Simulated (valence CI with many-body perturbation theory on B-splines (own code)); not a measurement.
Tc²⁺: calculated level list

Level of theory: configuration interaction combined with many-body perturbation theory (CI+MBPT): five valence electrons over a frozen Dirac-Fock core [Kr], a basis of 7 s, 7 p, 8 d, 6 f, 4 g, 1 h functions for each j, with the one-electron correlation potential Σ1 (screened to all orders), the two-electron term Σ2, the three-electron term Σ3, Breit, model QED; selected single and double excitations, second order for the rest, scaled by the run's own slope (own B-spline code, finite nucleus).

No measured levels were compared; by estimate terms of the open shell hold to 2 to 4 % of their energy, and close levels can change places; different configurations can be misplaced against each other by 1,000 to 8,000 cm⁻¹. Among the levels kept, up to 2700 cm⁻¹ of a level comes from second order outside the variational space, and about a tenth of that is noise between levels of different J, which matters for small intervals.

Levels 91 to 135 of 216, with energies above the lowest level, 4d5 6S_5/2. "Leading %" is the weight of the configuration and term that name the level; weights of strongly mixed levels are sums over their largest components and can fall short. In the jj column 3d3/2^4 stands for four electrons in 3d with j = 3/2. Lifetimes count E1, E2, E3, M1 and M2 decay at the calculated energies, and are blank where another channel may lead or the interval is too uncertain; long ones can be off by a factor of two.

| No. | Configuration | Term | J | E (eV) | Leading % | Leading jj | Lifetime | g |
| --- | --- | --- | --- | --- | --- | --- | --- | --- |
| 91 | 4d4.5s | 4P | 1/2 | 10.669 | 94 | 4d3/2 4d5/2^3 5s (36 %) | 2.86 ms | 2.654 |
| 92 | 4d4.5p | 6F° | 1/2 | 10.831 | 94 | 4d3/2^2 4d5/2^2 5p1/2 (36 %) | 2.78 ns | -0.648 |
| 93 | 4d4.5p | 6F° | 3/2 | 10.886 | 94 | 4d3/2^3 4d5/2 5p1/2 (39 %) | 2.73 ns | 1.067 |
| 94 | 4d4.5p | 6F° | 5/2 | 10.972 | 94 | 4d3/2^2 4d5/2^2 5p1/2 (45 %) | 2.68 ns | 1.312 |
| 95 | 4d4.5p | 4P° | 1/2 | 11.077 | 69 | 4d3/2^3 4d5/2 5p1/2 (45 %) | 2.13 ns | 2.826 |
| 96 | 4d4.5p | 6F° | 7/2 | 11.083 | 93 | 4d3/2^2 4d5/2^2 5p1/2 (28 %) | 2.60 ns | 1.394 |
| 97 | 4d4.5p | 4P° | 3/2 | 11.190 | 45 | 4d3/2^2 4d5/2^2 5p1/2 (50 %) | 1.17 ns | 1.967 |
| 98 | 4d4.5p | 6F° | 9/2 | 11.222 | 92 | 4d3/2^2 4d5/2^2 5p3/2 (27 %) | 2.50 ns | 1.432 |
| 99 | 4d4.5p | 6P° | 5/2 | 11.283 | 74 | 4d3/2^2 4d5/2^2 5p1/2 (34 %) | 749 ps | 1.820 |
| 100 | 4d4.5s | 2G | 7/2 | 11.314 | 54 | 4d3/2^2 4d5/2^2 5s (66 %) | 3.65 ms | 0.999 |
| 101 | 4d4.5p | 6P° | 3/2 | 11.340 | 65 | 4d3/2^2 4d5/2^2 5p3/2 (35 %) | 805 ps | 2.202 |
| 102 | 4d4.5p | 6P° | 7/2 | 11.364 | 92 | 4d3/2 4d5/2^3 5p1/2 (28 %) | 659 ps | 1.705 |
| 103 | 4d4.5s | 2G | 9/2 | 11.385 | 95 | 4d3/2 4d5/2^3 5s (59 %) | 3.52 ms | 1.113 |
| 104 | 4d4.5s | 2F | 5/2 | 11.390 | 95 | 4d3/2 4d5/2^3 5s (48 %) | 3.73 ms | 0.859 |
| 105 | 4d4.5p | 6F° | 11/2 | 11.406 | 96 | 4d3/2 4d5/2^3 5p3/2 (42 %) | 2.35 ns | 1.453 |
| 106 | 4d4.5s | 2P | 3/2 | 11.424 | 91 | 4d3/2^2 4d5/2^2 5s (44 %) | 4.21 ms | 1.334 |
| 107 | 4d4.5s | 2F | 7/2 | 11.464 | 54 | 4d3/2 4d5/2^3 5s (71 %) | 3.68 ms | 1.033 |
| 108 | 4d4.5p | 6D° | 5/2 | 11.492 | 50 | 4d3/2^3 4d5/2 5p3/2 (30 %) | 1.38 ns | 1.677 |
| 109 | 4d4.5p | 6D° | 1/2 | 11.575 | 71 | 4d3/2^2 4d5/2^2 5p3/2 (36 %) | 1.80 ns | 3.145 |
| 110 | 4d4.5p | 6D° | 3/2 | 11.616 | 60 | 4d3/2^2 4d5/2^2 5p3/2 (52 %) | 1.70 ns | 1.797 |
| 111 | 4d4.5s | 2P | 1/2 | 11.624 | 92 | 4d3/2 4d5/2^3 5s (52 %) | 4.04 ms | 0.675 |
| 112 | 4d4.5p | 6D° | 7/2 | 11.627 | 81 | 4d3/2^2 4d5/2^2 5p3/2 (45 %) | 1.96 ns | 1.544 |
| 113 | 4d4.5p | 4P° | 5/2 | 11.683 | 55 | 4d3/2 4d5/2^3 5p3/2 (38 %) | 1.54 ns | 1.592 |
| 114 | 4d4.5p | 6D° | 9/2 | 11.687 | 69 | 4d3/2^2 4d5/2^2 5p3/2 (26 %) | 2.03 ns | 1.494 |
| 115 | 4d4.5p | 4F° | 3/2 | 11.770 | 92 | 4d3/2^3 4d5/2 5p3/2 (34 %) | 1.30 ns | 0.437 |
| 116 | 4d4.5p | 4F° | 5/2 | 11.831 | 86 | 4d3/2^2 4d5/2^2 5p3/2 (48 %) | 1.30 ns | 1.077 |
| 117 | 4d4.5p | 4F° | 7/2 | 11.911 | 80 | 4d3/2 4d5/2^3 5p3/2 (36 %) | 1.29 ns | 1.285 |
| 118 | 4d4.5p | 4F° | 9/2 | 12.020 | 67 | 4d3/2 4d5/2^3 5p3/2 (41 %) | 1.33 ns | 1.390 |
| 119 | 4d4.5p | 4D° | 1/2 | 12.333 | 87 | 4d3/2^2 4d5/2^2 5p3/2 (30 %) | 1.40 ns | 0.037 |
| 120 | 4d4.5p | 4D° | 3/2 | 12.400 | 89 | 4d3/2^2 4d5/2^2 5p3/2 (44 %) | 1.29 ns | 1.199 |
| 121 | 4d4.5p | 4D° | 5/2 | 12.476 | 91 | 4d3/2^2 4d5/2^2 5p3/2 (34 %) | 1.23 ns | 1.369 |
| 122 | 4d4.5p | 4D° | 7/2 | 12.542 | 90 | 4d3/2 4d5/2^3 5p3/2 (29 %) | 1.21 ns | 1.424 |
| 123 | 4d4.5p | 4H° | 7/2 | 12.646 | 86 | 4d3/2^3 4d5/2 5p1/2 (28 %) | 2.09 ns | 0.699 |
| 124 | 4d4.5p | 4H° | 9/2 | 12.690 | 74 | 4d3/2^2 4d5/2^2 5p1/2 (34 %) | 2.27 ns | 0.943 |
| 125 | 4d4.5p | 4D° | 1/2 | 12.757 | 83 | 4d3/2^4 5p1/2 (32 %) | 1.55 ns | 0.132 |
| 126 | 4d4.5p | 4H° | 11/2 | 12.781 | 74 | 4d3/2^2 4d5/2^2 5p1/2 (59 %) | 2.19 ns | 1.103 |
| 127 | 4d4.5p | 4H° | 13/2 | 12.901 | 75 | 4d3/2^2 4d5/2^2 5p1/2 (34 %) | 2.01 ns | 1.201 |
| 128 | 4d4.5p | 4D° | 3/2 | 12.911 | 86 | 4d3/2^2 4d5/2^2 5p1/2 (31 %) | 1.59 ns | 1.181 |
| 129 | 4d4.5p | 4I° | 9/2 | 12.946 | 47 | 4d3/2^2 4d5/2^2 5p1/2 (33 %) | 2.14 ns | 0.885 |
| 130 | 4d4.5p | 4G° | 5/2 | 12.957 | 84 | 4d3/2^2 4d5/2^2 5p1/2 (42 %) | 2.29 ns | 0.624 |
| 131 | 4d4.5p | 2G° | 7/2 | 12.976 | 49 | 4d3/2^2 4d5/2^2 5p1/2 (44 %) | 1.78 ns | 0.927 |
| 132 | 4d4.5p | 2G° | 9/2 | 13.059 | 32 | 4d3/2^2 4d5/2^2 5p1/2 (33 %) | 1.78 ns | 1.033 |
| 133 | 4d4.5p | 2S° | 1/2 | 13.101 | 49 | 4d3/2^2 4d5/2^2 5p1/2 (30 %) | 1.69 ns | 1.838 |
| 134 | 4d4.5p | 4D° | 5/2 | 13.105 | 81 | 4d3/2 4d5/2^3 5p1/2 (22 %) | 1.39 ns | 1.310 |
| 135 | 4d4.5p | 4G° | 7/2 | 13.125 | 46 | 4d3/2^2 4d5/2^2 5p3/2 (34 %) | 1.73 ns | 1.021 |

Names give the largest LS component (configuration and term), which can be under half, so a name can repeat, a term be missing and a line seem to break the LS rules; names also repeat where a configuration has a term twice.
